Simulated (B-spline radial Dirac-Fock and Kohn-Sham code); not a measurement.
# Binding energies of Ir⁺ in different valence configurations

The computed values come from an atomic code on a B-spline grid: Dirac-Fock ΔSCF + Breit + QED. Electron correlation is not included.

Reference: the tabulated ground configuration [Xe] 4f14 5d7 6s1, with 2p1/2 12844.6 eV, 3s 3199.4 eV, 3p1/2 2932.8 eV, 3p3/2 2576.3 eV, 4p1/2 604.1 eV, 4f7/2 78.65 eV, Kα1 64891.6 eV, Kβ1 73550.7 eV.

Question: One of these configurations gives the following shifts from the reference, in eV: average energy +5.68, 2p1/2 +1.69, 3s +1.68, 3p1/2 +1.70, 3p3/2 +1.70, 4p1/2 +1.71, 4f7/2 +1.70, Kα1 +0.04, Kβ1 +0.04. Which?
A. [Xe] 4f14 5d6 6s2
B. [Xe] 4f14 5d7 6p1
C. [Xe] 4f14 5d8
D. [Xe] 4f14 5d6 6s1 6p1

Answer: B. The others give [Xe] 4f14 5d6 6s1 6p1: 2p1/2 +5.69; [Xe] 4f14 5d8: 2p1/2 -3.86; [Xe] 4f14 5d6 6s2: 2p1/2 +4.14.
